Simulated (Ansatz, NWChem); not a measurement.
**Ligand exchange: InH2I + BH(CH3)(SiH3) → SiH3(InH2) + BH(CH3)I**

Species: InH2I `[InH2][I]`, singlet; BH(CH3)(SiH3), singlet; SiH3(InH2), singlet; BH(CH3)I, singlet. The partners trade I for SiH3: In–I and B–SiH3 bonds give way to In–SiH3 and B–I.

Shapes, held fixed at every level: PBE0-D4/def2-TZVP. Programs: Ansatz 0.2.0. Electronic energies: no zero-point or thermal term.

Estimate ΔE of this reaction.

The highest level, CCSD(T)/def2-TZVPP, gives ΔE = +24.3 kJ/mol; the levels span +21.9 to +33.9. The column of differences is taken from that level and isn't an error. No measured value is set beside it here. For atoms past krypton def2 sets carry core potentials with scalar relativity. Correlated rows may include outer-core shells of I, In, which these sets cover unevenly.

```csv
level,kind,ΔE (kJ/mol),less CCSD(T)/def2-TZVPP
PBE-D4/def2-TZVPP,GGA,+23.2,-1.1
r2SCAN0-D4/def2-TZVPP,global hybrid,+31.8,+7.5
wB97M-V/def2-TZVPP,range-separated hybrid,+29.6,+5.3
wB97X-V/def2-TZVPP,range-separated hybrid,+33.6,+9.3
MP2/def2-TZVPP,perturbation theory,+21.9,-2.4
CCSD/def2-SVP,coupled cluster or CI,+33.9,+9.6
CCSD/def2-TZVPP,coupled cluster or CI,+27.9,+3.6
CCSD(T)/def2-TZVPP,coupled cluster or CI,+24.3,0.0
```
